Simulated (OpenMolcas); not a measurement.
# neutral sulfur: effect of the basis set

```yaml
Program: OpenMolcas
Method: CASSCF
Active_space: 6 electrons in 8 orbitals (3s 3p 4s 4p)
State_averaging: 2S+1 = 3 even, 3 roots; 2S+1 = 1 even, 6 roots; 2S+1 = 3 odd, 3 roots (0 in the spin-orbit step)
Spin-orbit_coupling: RASSI with atomic mean-field integrals over the reference wave functions, term energies averaged over their components
```

A. ANO-RCC-VTZP [5s4p2d1f], DKH2, point nucleus; cost roughly 30 core-seconds
B. ANO-RCC-VQZP [6s5p3d2f1g], DKH2, point nucleus; cost roughly 28 core-seconds
C. ANO-RCC [8s7p5d4f2g], DKH2, point nucleus; cost of the order of 30 core-seconds

Energies in cm⁻¹ above 3s² 3p⁴ ³P₂, the measured ground level; measured values from NIST Handbook of Basic Atomic Spectroscopic Data.

```json
{"Level": "3s² 3p⁴ ³P₂", "A": "0.0", "B": "0.0", "C": "0.0", "Measured": "0.0"}
{"Level": "3s² 3p⁴ ³P₁", "A": "354", "B": "359", "C": "358", "Measured": "396"}
{"Level": "3s² 3p⁴ ³P₀", "A": "515", "B": "523", "C": "521", "Measured": "574"}
{"Level": "3s² 3p⁴ ¹D₂", "A": "11452", "B": "11430", "C": "11429", "Measured": "9239"}
{"Level": "3s² 3p⁴ ¹S₀", "A": "20502", "B": "20454", "C": "20450", "Measured": "22180"}
```

Deviations, from unrounded energies. A percentage is the sum of absolute deviations over the sum of measured energies, with the sign that they share, or ± where signs differ.

| Against measurement | Levels | A | B | C |
| --- | --- | --- | --- | --- |
| mean absolute deviation (cm-1) | 4 | 1000 | 1000 | 1000 |
| fine structure of the ground term (%) | 2 | -10.4 | -9.0 | -9.4 |
| other terms of the ground configuration (%) | 2 | ±12.4 | ±12.5 | ±12.5 |

A, B, C lie about equally close to measurement. The largest miss of A in the table is 3s² 3p⁴ ¹D₂, by +2200 cm-1. The ranking rests on the paired levels alone, and a cruder setting can come out closer through cancelling errors.

Among A to C the level of the table that moves most is 3s² 3p⁴ ¹S₀, by 52 cm-1 (lowest in C, highest in A).

Without dynamic correlation excited terms often stand tens of per cent too high (terms of higher spin than the ground term too low), and those without a measured partner can miss by more than the paired ones. Active for correlation alone: 4p 4s; no level in the range computed is led by a configuration that fills them, so any true level of that kind is missing. No level of 3s 3p⁵ was computed, though it lies in the active space. Computed and measured levels are paired by configuration, term and J; levels that our copy of the source lacks, or whose pairing is in doubt (as where it misses far off the trend of its configuration), stay unpaired and out of the deviations. Levels of configurations outside the active space are missing.
